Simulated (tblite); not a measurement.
C₄H₇BrO₂Si.
SMILES with atom numbers: `[CH3:1][O:2][C@@H:3]1[CH:4]=[C:5]([Br:6])[SiH2:7][O:8]1` (hydrogens: H9, H10, H11 on C1; H12 on C3; H13 on C4; H14, H15 on Si7)

Computed with GFN2-xTB (tblite), gas phase: L-BFGS steps from a force-field or distance-geometry start until the largest atomic force falls under 0.01 eV/Å.

Step 59: E = -710.2291 eV
```
atom  x, y, z in Å  |  force x, y, z in eV/Å
C1      2.4677   -0.4474   -0.0501   -0.035  -0.032   0.004
O2      1.2714    0.0969   -0.5732    0.048  -0.053   0.047
C3      0.1076   -0.5726   -0.2202   -0.035  -0.003  -0.008
C4     -0.9589   -0.0673   -1.1497    0.000   0.019  -0.019
C5     -1.8736    0.6885   -0.5607   -0.023  -0.027   0.028
Br6    -3.2537    1.5426   -1.5276   -0.011  -0.026   0.075
Si7    -1.5380    0.7057    1.3090   -0.018   0.032  -0.021
O8     -0.2679   -0.3077    1.1109    0.060   0.020   0.018
H9      2.3934   -0.5940    1.0312    0.022   0.028  -0.034
H10     3.2425    0.2800   -0.2815    0.026  -0.022   0.040
H11     2.7028   -1.4035   -0.5363   -0.034   0.034   0.061
H12     0.2399   -1.6675   -0.2893    0.024   0.020  -0.058
H13    -0.8429   -0.2771   -2.1991   -0.048   0.021  -0.035
H14    -2.5483    0.0174    2.0999    0.003  -0.024  -0.049
H15    -1.1463    2.0138    1.8150    0.019   0.016  -0.050
```

Step 60: E = -710.2305 eV
```
atom  x, y, z in Å  |  force x, y, z in eV/Å
C1      2.4679   -0.4453   -0.0462   -0.060  -0.040   0.003
O2      1.2726    0.0898   -0.5823    0.025  -0.021   0.054
C3      0.1068   -0.5746   -0.2252   -0.035  -0.018  -0.029
C4     -0.9633   -0.0686   -1.1517    0.073   0.006  -0.052
C5     -1.8729    0.6897   -0.5599   -0.072   0.003   0.040
Br6    -3.2567    1.5433   -1.5244    0.002  -0.031   0.088
Si7    -1.5325    0.7059    1.3094   -0.035   0.022  -0.038
O8     -0.2644   -0.3086    1.1071    0.079   0.008   0.006
H9      2.3852   -0.5872    1.0350    0.020   0.036  -0.029
H10     3.2406    0.2858   -0.2746    0.017  -0.042   0.035
H11     2.7083   -1.4038   -0.5244   -0.015   0.036   0.053
H12     0.2356   -1.6698   -0.2969    0.023   0.013  -0.040
H13    -0.8510   -0.2776   -2.2027   -0.050   0.020   0.000
H14    -2.5455    0.0182    2.0981    0.009  -0.021  -0.047
H15    -1.1349    2.0107    1.8168    0.019   0.030  -0.044
```

Step 61: E = -710.2329 eV
```
atom  x, y, z in Å  |  force x, y, z in eV/Å
C1      2.4672   -0.4428   -0.0387   -0.077  -0.034   0.004
O2      1.2764    0.0754   -0.6006   -0.018   0.038   0.058
C3      0.1059   -0.5769   -0.2355   -0.015  -0.026  -0.052
C4     -0.9689   -0.0687   -1.1566    0.099   0.037  -0.060
C5     -1.8715    0.6932   -0.5580   -0.087  -0.010   0.008
Br6    -3.2667    1.5398   -1.5145    0.015  -0.028   0.096
Si7    -1.5227    0.7063    1.3091   -0.038  -0.010  -0.057
O8     -0.2549   -0.3068    1.0993    0.081  -0.007  -0.024
H9      2.3686   -0.5736    1.0418    0.010   0.046  -0.001
H10     3.2375    0.2929   -0.2618    0.011  -0.062   0.026
H11     2.7196   -1.4055   -0.4990    0.013   0.011   0.025
H12     0.2267   -1.6723   -0.3112    0.018  -0.020  -0.009
H13    -0.8663   -0.2770   -2.2100   -0.046   0.018   0.051
H14    -2.5407    0.0204    2.0928    0.012  -0.025  -0.038
H15    -1.1146    2.0035    1.8211    0.022   0.072  -0.028
```

Step 62: E = -710.2351 eV
```
atom  x, y, z in Å  |  force x, y, z in eV/Å
C1      2.4661   -0.4426   -0.0326   -0.066  -0.019   0.017
O2      1.2811    0.0629   -0.6172   -0.035   0.076   0.053
C3      0.1060   -0.5773   -0.2449    0.016  -0.029  -0.062
C4     -0.9713   -0.0649   -1.1602    0.112   0.015  -0.079
C5     -1.8714    0.6943   -0.5559   -0.115   0.013   0.002
Br6    -3.2783    1.5318   -1.5025    0.012  -0.017   0.089
Si7    -1.5153    0.7067    1.3078   -0.005  -0.024  -0.051
O8     -0.2436   -0.3015    1.0920    0.058  -0.020  -0.040
H9      2.3533   -0.5614    1.0474    0.001   0.047   0.014
H10     3.2362    0.2949   -0.2516    0.006  -0.067   0.018
H11     2.7302   -1.4089   -0.4762    0.017  -0.011   0.003
H12     0.2195   -1.6733   -0.3239    0.003  -0.031   0.022
H13    -0.8792   -0.2734   -2.2146   -0.030   0.013   0.056
H14    -2.5387    0.0231    2.0848    0.006  -0.040  -0.019
H15    -1.0990    1.9975    1.8257    0.019   0.094  -0.021
```

Problem. Estimate the geometry and energy of step 63. (The exact step hangs on the optimiser's Hessian estimate; all steps are aligned on step 62, rigid shifts and turns removed.)

Solution. E = -710.2373 eV, largest force 0.121 eV/Å
```
atom  x, y, z in Å  |  force x, y, z in eV/Å
C1      2.4639   -0.4432   -0.0267   -0.028   0.005   0.023
O2      1.2859    0.0533   -0.6303   -0.044   0.110   0.023
C3      0.1071   -0.5774   -0.2543    0.044  -0.005  -0.049
C4     -0.9714   -0.0610   -1.1649    0.021   0.057  -0.033
C5     -1.8717    0.6956   -0.5543   -0.052  -0.038  -0.046
Br6    -3.2908    1.5246   -1.4856    0.001  -0.002   0.064
Si7    -1.5088    0.7064    1.3054    0.040  -0.037  -0.039
O8     -0.2320   -0.2957    1.0843    0.013  -0.029  -0.045
H9      2.3401   -0.5493    1.0523   -0.016   0.039   0.052
H10     3.2362    0.2929   -0.2419    0.008  -0.056   0.002
H11     2.7370   -1.4124   -0.4547    0.018  -0.050  -0.019
H12     0.2150   -1.6732   -0.3342   -0.011  -0.058   0.036
H13    -0.8908   -0.2702   -2.2195   -0.009   0.007   0.039
H14    -2.5365    0.0243    2.0762   -0.001  -0.055   0.003
H15    -1.0875    1.9932    1.8265    0.017   0.112  -0.011
```

The energy changes by -0.0022 eV. The first-order estimate −F·Δx gives -0.0031 eV and the mean of the old and new forces, exact on a quadratic surface, -0.0022 eV. The step makes an angle of 79° with the force vector and moves no atom by more than 0.023 Å.

The cost below is that of the whole relaxation. The run took 1.6 s on one thread of an Arm Neoverse N1, on a shared host.
